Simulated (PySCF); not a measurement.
Br3Si(SH), Br3HSSi.
SMILES: `S[Si](Br)(Br)Br`

Method used: PBE0-D3(BJ)/def2-SVP geometry optimisation, gas phase in PySCF 2.14.0.

Masses are those of the commonest isotopes; rigid-rotor values at the optimised geometry. 

(1) Give the principal moments of inertia and the rotational constants in GHz.

(2) What kind of rotor is it?

(3) Is it planar, by Δ = Ic − Ia − Ib?

(4) Give the other two planar moments, Paa and Pbb, and the rms extents of the mass along the axes.

(5) Give the coordinates in the principal-axis frame, origin at the centre of mass.

(6) Which lines would a microwave search look for?

## Answers

(1) Ia = 744.95, Ib = 763.78, Ic = 1025.41 u·Å²; 505379 MHz·u·Å²/I gives 678.4, 661.7 and 492.9 MHz, that is A = 0.6784, B = 0.6617, C = 0.4929 GHz.

(2) An asymmetric top; Ray's κ = 0.820.

(3) Not planar: Δ = Ic − Ia − Ib = -483.32 u·Å². For a rigid frame Δ = −2 Σ m c², so Σ m c² = 241.66 u·Å² lies off the ab plane: 7.33 from hydrogen and 234.33 from heavier atoms. The atom farthest from that plane is 2.70 Å away.

(4) Paa = Σ m a² = (Ib + Ic − Ia)/2 = 522.12 and Pbb = Σ m b² = (Ia + Ic − Ib)/2 = 503.29 u·Å². With the mass M = 297.71 u, the rms extents √(P/M) along a, b and c are 1.32, 1.30, 0.90 Å.

(5) The sense of each axis is arbitrary; atoms in the order of the calculation.
```
atom  mass (u)   a (Å)   b (Å)   c (Å)
  S1    31.972  -0.258   0.011  -2.466
 Si2    27.977  -0.019   0.002  -0.359
 Br3    78.918   1.145   1.745   0.346
 Br4    78.918  -2.059   0.074   0.470
 Br5    78.918   1.011  -1.824   0.344
  H6     1.008   1.075  -0.023  -2.697
```

(6) The dipole components are |μa| = 0.84 D, |μb| = 0.00 D, |μc| = 0.76 D; the mirror of this Cs structure is the ac plane, so μb vanishes by symmetry (the 0.02 D computed is a residue) and there are no b-type lines. Intensities carry the squares of the components, which stand as 1.00 : 0.81 (a : c). Some lines, for components of 0.1 D or more:

```
type  branch         J(Ka,Kc)   MHz  lower level (cm⁻¹)
   a       Q  3(2,1) ← 3(2,2)   482               0.245
   a       Q  2(1,1) ← 2(1,2)   506               0.110
   a       Q  3(1,2) ← 3(1,3)   881               0.215
   a       R  1(0,1) ← 0(0,0)  1155               0.000
   c       R  1(1,0) ← 0(0,0)  1340               0.000
   a       R  2(1,2) ← 1(1,1)  2140               0.039
   a       R  2(0,2) ← 1(0,1)  2156               0.039
   a       R  2(1,1) ← 1(1,0)  2478               0.045
   c       R  2(1,1) ← 1(0,1)  2663               0.039
   c       R  2(2,0) ← 1(1,0)  2681               0.045
   c       R  2(2,1) ← 1(1,1)  2697               0.039
   a       R  3(1,3) ← 2(1,2)  3134               0.110
   a       R  3(0,3) ← 2(0,2)  3135               0.110
   a       R  3(2,2) ← 2(2,1)  3464               0.129
   a       R  3(1,2) ← 2(1,1)  3508               0.127
   a       R  3(2,1) ← 2(2,0)  3792               0.134
   c       R  3(2,1) ← 2(1,1)  3996               0.127
   c       R  3(1,2) ← 2(0,2)  4016               0.110
   c       R  3(2,2) ← 2(1,2)  4020               0.110
   c       R  3(3,0) ← 2(2,0)  4025               0.134
   c       R  3(3,1) ← 2(2,1)  4046               0.129
```

PBE0-D3(BJ)/def2-SVP frequencies: not computed here. No vibrational averaging or centrifugal distortion is included, and the geometry carries the error of its method. Quadrupole hyperfine structure (79Br) is left out.

The run took 2.2 min of wall time on one thread, Arm Neoverse V1 (aarch64), no GPU, shared host with 32 logical CPUs at a one-minute load of 14, and the process peaked at 0.67 GiB of memory. That covers the optimisation of the geometry.

Shape of the structure used: `[SH:1][Si:2]([Br:3])([Br:4])[Br:5]`: H–S1–Si2–Br3 60°.
